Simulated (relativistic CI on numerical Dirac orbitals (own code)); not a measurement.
# d1 to d9 in one octahedral field

Computed with a parametric ligand-field model without spin-orbit coupling, by exact diagonalisation: B = 400, C = 1900, 10Dq = 39900 cm⁻¹ (Oh; |10Dq|/B = 99.8) for every shell. Energies in cm⁻¹; the field energy is (0.6 n_e − 0.4 n_t2) × 10Dq of the ground term; g labels are left out. So small a B with so large a field is typical of 4d and 5d ions, where spin-orbit coupling, left out here, reaches 1,000 to 4,000 cm⁻¹.

```csv
Shell,Ground term,Electrons in e,Field energy,First spin-allowed bands,Lowest term of other spin
d1,2T2,0.000,-15960,2E 39900,
d2,3T1,0.003,-31800,"3T2 38832, 3T1 43764",1T2 6283
d3,4A2,0.000,-47880,"4T2 39900, 4T1 44542",2E 9026
d4,3T1,0.006,-63616,"3E 37926, 3T1 38408",1T2 5756
d5,2T2,0.011,-79353,"2A2 37250, 2T1 37391",4T1 30729
d6,1A1,0.009,-95382,"1T1 38326, 1T2 44364",3T1 34410
d7,2E,1.006,-71594,"2T1 38242, 2T2 38772",4T1 30828
d8,3A2,2.000,-47880,"3T2 39900, 3T1 44542",1E 6976
d9,2E,3.000,-23940,2T2 39900,
```

Low spin: d4, d5, d6, d7; the other shells keep the spin of the free ion. Only d4 to d7 can choose; the field needed to pair spins is smallest for d6 and largest for d5, which loses most exchange energy. In the strong-field picture 10Dq must exceed about 6B + 5C = 11900 (d4), 7.5B + 5C = 12500 (d5), 2.5B + 4C = 8600 (d6) and 4B + 4C = 9200 (d7); mixing of terms shifts these bounds somewhat.
